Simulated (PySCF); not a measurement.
Correlation energy of I²⁺ (iodine, charge +2)

[Kr] 4d10 5s2 5p3, high-spin 4S determinant. All numbers are calculated (PySCF 2.14, scalar relativity by spin-free X2C-1e, in ANO-RCC-VTZP (7s6p4d2f1g, 68 functions)). Frozen: [Kr] 4d10; 5 electrons correlated.

```json
{"level": "CCSD", "correlation energy (mhartree)": "-76.58"}
{"level": "(T)", "correlation energy (mhartree)": "-2.06"}
{"level": "CCSD(T)", "correlation energy (mhartree)": "-78.64"}
```

Diagnostics: T1 = 0.0013, D1 = 0.0035, largest double amplitude 0.056.

Cost of the coupled-cluster step: roughly 2.4 core-seconds, for 5 correlated electrons.

Iterations:

```
CC2 = 0
CCSD nocc = (np.int64(4), np.int64(1)), nmo = (45, 45)
frozen orbitals [[0, 1, 2, 3, 4, 5, 6, 7, 8, 9, 10, 11, 12, 13, 14, 15, 16, 17, 18, 19, 20, 21, 22], [0, 1, 2, 3, 4, 5, 6, 7, 8, 9, 10, 11, 12, 13, 14, 15, 16, 17, 18, 19, 20, 21, 22]]
max_cycle = 100
direct = 0
conv_tol = 1e-08
conv_tol_normt = 1e-06
diis_space = 8
diis_start_cycle = 0
Init t2, MP2 energy = -0.0642958391374519
Init E_corr(UCCSD) = -0.0642958391403216
cycle = 1  E_corr(UCCSD) = -0.0740604228715831  dE = -0.00976458373  norm(t1,t2) = 0.0318283
cycle = 2  E_corr(UCCSD) = -0.0759242302092421  dE = -0.00186380734  norm(t1,t2) = 0.00838503
cycle = 3  E_corr(UCCSD) = -0.0765873876403917  dE = -0.000663157431  norm(t1,t2) = 0.0027574
cycle = 4  E_corr(UCCSD) = -0.0765760957550014  dE = 1.12918854e-05  norm(t1,t2) = 0.000301429
cycle = 5  E_corr(UCCSD) = -0.0765757435836862  dE = 3.52171315e-07  norm(t1,t2) = 2.94084e-05
cycle = 6  E_corr(UCCSD) = -0.0765756861591424  dE = 5.74245438e-08  norm(t1,t2) = 3.17834e-06
cycle = 7  E_corr(UCCSD) = -0.076575725076938  dE = -3.89177956e-08  norm(t1,t2) = 6.54871e-07
cycle = 8  E_corr(UCCSD) = -0.0765757111577621  dE = 1.39191759e-08  norm(t1,t2) = 7.96372e-08
cycle = 9  E_corr(UCCSD) = -0.076575712697256  dE = -1.53949394e-09  norm(t1,t2) = 1.14559e-08
UCCSD converged
E(UCCSD) = -7111.502771451582  E_corr = -0.07657571269725601
UCCSD(T) correction = -0.00206481496814554
```
